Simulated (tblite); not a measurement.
Isomers of C4H3ClN2. Calculated harmonic vibrations of the isolated species, GFN2-xTB (tblite), most abundant isotopes, no scaling. The method is semi-empirical: single wavenumbers can be off by several per cent or more. One conformer each.

Electronic energies: GFN2-xTB at the same geometries; isomer energies are rough at this level and their order can be wrong.

```csv
SMILES,"electronic energy, lowest = 0 (kJ/mol)"
Clc1ncccn1,1.1
Clc1ccncn1,0.0
Clc1cnccn1,24.4
```

How do GFN2-xTB zero-point energies change the relative energies?

```tsv
SMILES	ZPE (kJ/mol)	of it from modes above 1550 cm⁻¹	electronic (kJ/mol)	with ZPE, lowest = 0 (kJ/mol)	lowest mode (cm⁻¹)	rings
Clc1ccncn1	169.3	64.6	0.0	0.0	152	1
Clc1ncccn1	169.2	73.9	1.1	1.0	146	1
Clc1cnccn1	168.4	64.6	24.4	23.5	135	1
```

The zero-point energies span 0.9 kJ/mol, from `Clc1cnccn1` to `Clc1ccncn1`. The order is unchanged.

What do entropy and thermal enthalpy add at 298.15 K and 1 bar (rigid rotor, harmonic oscillator, one conformer each)?

```csv
SMILES,point group,symmetry number,S (J/(mol K)),H − H(0) (kJ/mol),ZPE + H − H(0) − TS (kJ/mol)
Clc1ccncn1,Cs,1,320.5,17.02,90.7
Clc1ncccn1,C2v,2,314.5,17.01,92.4
Clc1cnccn1,Cs,1,321.8,17.16,89.7
```
